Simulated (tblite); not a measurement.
Species: C3H9AlF2O.
Cartesian coordinates in Å at the GFN2-xTB level; atoms count from 1:
```
atom  x, y, z in Å
C1    -0.5243    1.5940   -0.3953
O2    -0.5389    0.1979   -0.1482
Al3   -1.7791   -0.9165    0.7435
C4     0.5644   -0.5241   -0.6269
C5     1.8070   -0.3504    0.2479
F6     2.3999    0.8504    0.0258
F7     2.7249   -1.2830   -0.0759
H8    -1.4680    1.9710   -0.0043
H9     0.3059    2.0826    0.1167
H10   -0.4627    1.7903   -1.4684
H11   -2.1264   -1.8663   -0.4665
H12   -0.7926   -1.5147    1.8254
H13   -2.7663    0.2369    1.1388
H14    0.2718   -1.5800   -0.5831
H15    0.8008   -0.2486   -1.6618
H16    1.5762   -0.4304    1.3209
```

Level: GFN2-xTB in tblite, geometry and Hessian alike; calculated harmonic values, unscaled, isolated species. This tight-binding method is rough: wavenumbers can miss measured ones by several per cent, in bad cases by 10 to 20. Modes of hydrogen on aluminium can be 10 to 20 % off. One conformer, not necessarily the lowest.

Harmonic wavenumbers (cm⁻¹): 51.7, 83.5, 127.1, 151.1, 169.5, 218.4, 265.4, 312.6, 366.7, 433.5, 484.9, 491.9, 510.9, 568.4, 770.1, 779.5, 793.6, 877.1, 952.5, 1034.9, 1050.8, 1091.9, 1117.0, 1130.8, 1151.8, 1222.3, 1241.8, 1263.6, 1324.6, 1394.9, 1407.2, 1452.5, 1466.2, 1619.5, 1646.1, 1677.2, 2901.7, 2932.0, 2938.8, 2977.1, 3000.9, 3027.4.

A = 3370, B = 1240, C = 993.4 MHz; mass 126.044 u (most abundant isotopes); point group C1, symmetry number 1.

**Question.** Zero-point energy?

**Answer.** Half the sum of the wavenumbers: 24240 cm⁻¹ = 289.97 kJ/mol.

**Question.** Give the ideal-gas entropy at 500 K and 1 bar in the rigid-rotor, harmonic-oscillator model (classical rotation).

**Answer.** Translation 179.92, rotation 126.69, vibration 193.36: S = 500.0 J/(mol K).

**Question.** And Cp and H(500 K) − H(0)?

**Answer.** Cp = 217.68 J/(mol K), of which vibrations give 184.42 (their classical limit is 42 R = 349.2); H(500 K) − H(0) = 66.05 kJ/mol without the zero-point energy, 49.42 from vibrations.

**Question.** How do the functions run with temperature in this model?

**Answer.** 
```csv
T (K),S (J/(mol K)),Cp (J/(mol K)),H − H(0) (kJ/mol),G − H(0) (kJ/mol),ln q(vib)
150,320.6,98.0,9.71,-38.38,2.71
250,379.5,135.3,21.39,-73.48,5.25
298.15,404.8,152.8,28.33,-92.37,6.45
400,454.7,188.0,45.72,-136.18,8.96
600,541.9,242.1,89.07,-236.06,13.71
900,650.4,291.8,169.86,-415.50,20.30
```

q(vib) and H(0) count from the zero-point level.

**Question.** What must be added to the electronic energy to get the Gibbs energy at 500 K and 1 bar?

**Answer.** ZPE + [H(500 K) − H(0)] − T·S = 289.97 + 66.05 − 249.99 = 106.03 kJ/mol.

**Question.** Which modes carry the vibrational entropy at 500 K?

**Answer.** 51.7 cm⁻¹: 24.16; 83.5 cm⁻¹: 20.19; 127.1 cm⁻¹: 16.72; 151.1 cm⁻¹: 15.30; 169.5 cm⁻¹: 14.37; 218.4 cm⁻¹: 12.31 J/(mol K); the other 36 give 90.30 together.

**Question.** Blend soft modes into free rotors: weight 1/[1 + (100 cm⁻¹/ν̃)⁴] for the oscillator and the rest for a rotor with moment μB/(μ + B), μ = h/(8π²ν), B = 10⁻⁴⁴ kg m². What vibrational entropy results?

**Answer.** 181.13 J/(mol K) in place of 193.36, which changes −T·S at 500 K by +6.12 kJ/mol.

Hindered rotation and anharmonicity are outside this model. Other conformers, if any are populated, would add a mixing term that is left out. The structure is chiral; the term R ln 2 for an equal mix with its mirror image is left out.
